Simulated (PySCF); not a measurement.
Ionisation energy of C²⁺ by level of theory

C²⁺ [He] 2s2 (1S) → C³⁺ [He] 2s1 (2S), as a difference of total energies. Computed with PySCF 2.14 in aug-cc-pVDZ-DK, with the spin-free X2C one-electron Hamiltonian (Gaussian nucleus). Correlated levels: valence: 1s2 frozen. The calculations carry no spin-orbit coupling.

| method | ionisation energy (eV) | error (eV) |
| --- | --- | --- |
| UHF | 45.845 | -2.043 |
| LDA | 46.981 | -0.907 |
| PBE | 47.168 | -0.720 |
| PBE0 | 47.109 | -0.779 |
| r2SCAN | 46.671 | -1.217 |
| B3LYP | 47.285 | -0.603 |
| wB97X-V | 47.168 | -0.720 |
| M06 | 46.997 | -0.891 |
| r2SCAN0 | 46.748 | -1.140 |
| MP2 (valence) | 46.922 | -0.966 |
| SCS-MP2 (valence) | 47.137 | -0.751 |

Reference: 47.888 eV (measured; NIST Atomic Spectra Database, ionization energies).

Errors of the correlated levels include the incompleteness of this basis and the frozen core.

MP2 underrates the near-degeneracy of ns² with np² in the lower species.
